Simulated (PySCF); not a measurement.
**Working out the ionisation energy of Bi**

Bi [Xe] 4f14 5d10 6s2 6p3 (4S) → Bi+ [Xe] 4f14 5d10 6s2 6p2 (3P). All numbers are calculated (PySCF 2.14, a scalar-relativistic core potential, in aug-cc-pVDZ-PP with ECP60MDF (5s4p3d, 32 functions)). Frozen: 5s2 5p6 5d10. Energies in hartree (1 hartree = 27.21139 eV):

```csv
part,Bi (lower),Bi+ (upper)
UHF,-213.591272,-213.288739
CCSD correlation,-0.049408,-0.039759
(T),-0.000618,-0.000362
```

Task: What does Hartree-Fock give?

Result: (-213.288739) − (-213.591272) = 0.302533 hartree = 8.232 eV.

Task: What do CCSD and CCSD(T) give?

Result: The CCSD correlation energies differ by 0.009649 hartree = 0.263 eV and the triples by 0.000256 hartree = 0.007 eV, so CCSD gives 8.495 eV and CCSD(T) 8.502 eV.

Reference: 7.286 eV (measured; NIST Atomic Spectra Database, ionization energies), between the lowest levels; spin-orbit coupling is absent from the calculation.

A double-zeta basis recovers only part of the correlation energy.

What remains against the reference includes basis incompleteness, the frozen core and higher excitations.
